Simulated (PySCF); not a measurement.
Transoidal hexafluoroacetone imine, C3HF6N.
Numbering: `[NH:1]=[C:2]([C:3]([F:4])([F:5])[F:6])[C:7]([F:8])([F:9])[F:10]` (hydrogens: H11 on N1)

Cartesian coordinates in Å at the PBE0-D3(BJ)/def2-TZVP level; atoms count from 1:
```
atom  x, y, z in Å
N1    -0.186    1.448   -0.889
C2    -0.004    0.388   -0.250
C3     1.411   -0.174   -0.119
F4     2.228    0.365   -1.004
F5     1.888    0.076    1.103
F6     1.409   -1.498   -0.296
C7    -1.120   -0.408    0.428
F8    -1.425   -1.491   -0.285
F9    -2.221    0.338    0.524
F10   -0.773   -0.797    1.651
H11   -1.168    1.725   -0.877
```

Computed at PBE0/pcSseg-2 (PySCF, non-relativistic), with Q(14N) = 0.02044 b: N1, 14N (I = 1): χzz = -5.180 MHz, η = 0.752.

Task: Where would the pure quadrupole (NQR) lines of 14N at N1 fall for the rigid, isolated species?

Result: From ν± = (3/4)|χ|(1 ± η/3) and ν0 = |χ|η/2: ν+ 4.859 MHz, ν− 2.911 MHz, ν0 1.948 MHz (imine nitrogen).

In a crystal, neighbours and librations shift these lines. Isolated species at its PBE0-D3(BJ)/def2-TZVP geometry, gas phase.
